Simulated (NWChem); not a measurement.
Species: HSeSCl; SMILES S[Se]Cl

```xyz
4

Se     0.6741    -0.0328     0.0066
Cl    -0.6224     1.7930     0.0108
S     -0.7129    -1.7198     0.0553
H     -0.9333    -1.8508    -1.2918
```
Atoms are numbered in this order, from 1.

Results from NWChem. Pople sets run with spherical d functions. Coordinates come from a PBE-D3(BJ)/def2-SVP optimisation. Total energies compare along this basis series because the functional is fixed.

| level | basis functions | energy (Ha) | highest occupied level (eV) | orbital gap (eV) | dipole (D) | relative time |
|---|---|---|---|---|---|---|
| TPSS/STO-3G | 37 | -3224.4365 | -3.49 | 3.23 | 2.92 | 1 |
| TPSS/3-21G | 50 | -3244.8962 | -6.21 | 2.49 | 2.43 | 1 |
| TPSS/6-31G* | 70 | -3260.1937 | -6.05 | 2.56 | 2.10 | 5 |
| TPSS/6-311G** | 102 | -3260.5203 | -6.14 | 2.56 | 2.16 | 5 |

Relative times are rough (shared machine, one core).
